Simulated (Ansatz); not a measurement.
Reactions of germane, GeH₄.

Calculated with Ansatz (gas phase, PBE0-D4/def2-TZVP geometries, no zero-point term in ΔE). CBS: MP2 limit from def2 TZ/QZ plus the TZ coupled-cluster correction, frozen cores. This one scheme is used for every species, atoms too. Functionals use def2-TZVPP. B3LYP here is the variant with VWN-RPA as its local correlation; programs differ in this. No spin–orbit coupling; open shells (•) take unrestricted orbitals. Spin–orbit coupling would lower the free atoms: a little for Cl, F. def2 core potentials past Kr. For Br, Ge, Sn outer-core shells are correlated without core-valence functions, so the limit isn't a true one: a few kJ/mol of doubt a bond, and 10 to 20 or more in all where bonds break to atoms. Scalar relativity is left out up to krypton. Each species was taken in one conformer, which may not be the lowest.

```json
{"reaction": "GeH₄ + `NC(F)[SiH2]O` → `N[CH](F)[GeH3]` + `O[SiH3]`", "CCSD(T)/CBS(def2) (eV)": "0.11"}
{"reaction": "GeH₄ + `[Cl][SnH2][Br]` → `[Cl][SnH2][GeH3]` + HBr", "CCSD(T)/CBS(def2) (eV)": "0.58"}
{"reaction": "GeH₄ + F• → `[GeH3]`• + H–F", "CCSD(T)/CBS(def2) (eV)": "?"}
{"reaction": "GeH₄ + `CBOC(=O)O` → `O=[C](O)[GeH3]` + `CBO`", "CCSD(T)/CBS(def2) (eV)": "?"}
{"reaction": "GeH₄ + `[F][Ge]([F])([F])[Cl]` → `[F][Ge]([F])([F])[GeH3]` + HCl", "CCSD(T)/CBS(def2) (eV)": "0.16"}
{"reaction": "GeH₄ + H• → `[GeH3]`• + H₂", "CCSD(T)/CBS(def2) (eV)": "-0.81"}
{"reaction": "GeH₄ + `[CH3]`• → `[GeH3]`• + CH₄", "CCSD(T)/CBS(def2) (eV)": "-0.93"}
{"reaction": "GeH₄ + `F[Si]1(Cl)CO1` → `F[Si]1([GeH3])CO1` + HCl", "CCSD(T)/CBS(def2) (eV)": "?"}
{"reaction": "GeH₄ + Cl• → `[GeH3]`• + HCl", "CCSD(T)/CBS(def2) (eV)": "-0.70"}
{"reaction": "GeH₄ + `BN[SiH](C)C` → `C[SiH](C)[GeH3]` + `BN`", "CCSD(T)/CBS(def2) (eV)": "0.34"}
```

**Question.** Fill in the missing values. (An estimate is asked.)

**Answer.** Ansatz gave: GeH₄ + F• → `[GeH3]`• + H–F: -2.21 eV; GeH₄ + `CBOC(=O)O` → `O=[C](O)[GeH3]` + `CBO`: -0.10 eV; GeH₄ + `F[Si]1(Cl)CO1` → `F[Si]1([GeH3])CO1` + HCl: +0.79 eV.

Largest T1 diagnostic: 0.015, for `O=[C](O)[GeH3]`.
